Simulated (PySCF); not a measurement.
A structure optimised at r2SCAN-D4/def2-TZVP, used in a PySCF frequency run:

```
In
Cl 1 2.3557
Cl 1 2.3557 2 118.08
```
Charge 0, spin multiplicity 2.

Write its SMILES, formula and point group.

[Cl][In][Cl], Cl2In, C2v

What are its rotational constants (standard atomic weights)?

7.8503, 1.7468, 1.4288 GHz
